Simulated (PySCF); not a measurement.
# Solvent effects on NMR parameters

Atoms are numbered as in `[CH2:1]=[CH:2][S:3][SiH3:4]`. Each H is labelled by its parent atom. Ha(C1) is cis to S3; Hb(C1) is trans to S3.

GIAO PBE0/pcSseg-1 in PySCF on one PBE0-D3(BJ)/def2-SVP conformer, non-relativistic, equivalent nuclei averaged. Solvents enter as an IEF-PCM continuum (dichloromethane with ε = 8.9) around the gas-phase geometry. Shifts are referred to TMS, CS2 computed in the same medium.

Gas phase, δ in ppm: C2 139.9, C1 118.7, S3 -100.6, Si4 -60.3, H(C2) 6.30, Hb(C1) 5.52, Ha(C1) 5.15, H(Si4) 4.56. Dipole moment 1.14 D.

Problem. How does each δ change in the continuum?

Solution. 
```tsv
atoms	environment	Δδ, dichloromethane
C2	alkene CH	-0.2
C1	terminal =CH2 carbon	+2.8
S3	sulfur bonded to C, Si	-8.5
Si4	silicon bonded to S, 3 H	+0.3
H(C2)	hydrogen on an alkene CH	+0.12
Hb(C1)	hydrogen on a terminal =CH2 carbon	+0.25
Ha(C1)	hydrogen on a terminal =CH2 carbon	+0.22
H(Si4)	hydrogen on a silicon bonded to S	+0.03
```

Changes are relative to the gas phase. The dipole moment becomes 1.53 D in dichloromethane.

Problem. Which nuclei move most (in ppm), and what does the model miss?

Solution. S3 (sulfur bonded to C, Si, -8.5 ppm) in dichloromethane. A continuum only polarises the solute; specific hydrogen bonds, the anisotropy of aromatic solvents and changes of geometry or conformer are outside it.
